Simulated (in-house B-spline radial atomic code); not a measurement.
Configurations of the phosphorus ion P⁶⁺, with energies counted from [He] 2s2 (2p1/2)2 (2p3/2)3. Computed with an all-electron radial atomic-structure program (B-spline basis): Dirac-Hartree-Fock, average of each configuration as written, Fermi nucleus of rms radius 3.1889 fm. Energies include first-order Breit, QED and recoil terms.

Occupations are held fixed; configurations that lie above the ionisation limit could autoionise.

| configuration | E - E(ref) (eV) | highest orbital | its <r> (bohr) |
| --- | --- | --- | --- |
| [He] 2s2 (2p1/2)1 (2p3/2)4 | 0.89623 | 2p3/2 | 0.4592 |
| [He] 2s2 (2p1/2)2 (2p3/2)2 (4f5/2)1 | 223.5 | 4f5/2 | 2.562 |
| [He] 2s1 (2p1/2)1 (2p3/2)4 (3p3/2)1 | 225.7 | 3p3/2 | 1.412 |
| [He] 2s2 (2p1/2)2 (2p3/2)2 (5d5/2)1 | 237.71 | 5d5/2 | 4.751 |
| [He] 2s1 (2p1/2)1 (2p3/2)4 (4f7/2)1 | 277.54 | 4f7/2 | 2.562 |
| [He] 2s1 (2p1/2)1 (2p3/2)4 (5p3/2)1 | 288.98 | 5p3/2 | 4.588 |
| [He] 2s1 (2p1/2)1 (2p3/2)4 (6g9/2)1 | 300.75 | 6g9/2 | 6.285 |

Task: Order these further configurations by energy, lowest first.
A. [He] 2s2 (2p1/2)2 (2p3/2)2 5s1
B. [He] 2s2 (2p1/2)1 (2p3/2)3 6s1
C. [He] 2s1 (2p1/2)2 (2p3/2)3 (4p1/2)1
D. [He] 2s2 (2p1/2)2 (2p3/2)2 (5p1/2)1
E. [He] 2s1 (2p1/2)2 (2p3/2)3 (5d3/2)1

Result: A (232.66 eV), D (234.85 eV), B (243.49 eV), C (269.17 eV), E (290.72 eV).

Task: How far above the reference does [He] 2s2 (2p1/2)2 (2p3/2)2 4s1 lie?

Result: 211.41 eV; its least bound orbital is 4s1/2 with <r> = 2.669 bohr.

Task: How far above the reference does [He] 2s1 (2p1/2)2 (2p3/2)3 (6d5/2)1 lie?

Result: 299.28 eV; its least bound orbital is 6d5/2 with <r> = 7.071 bohr.
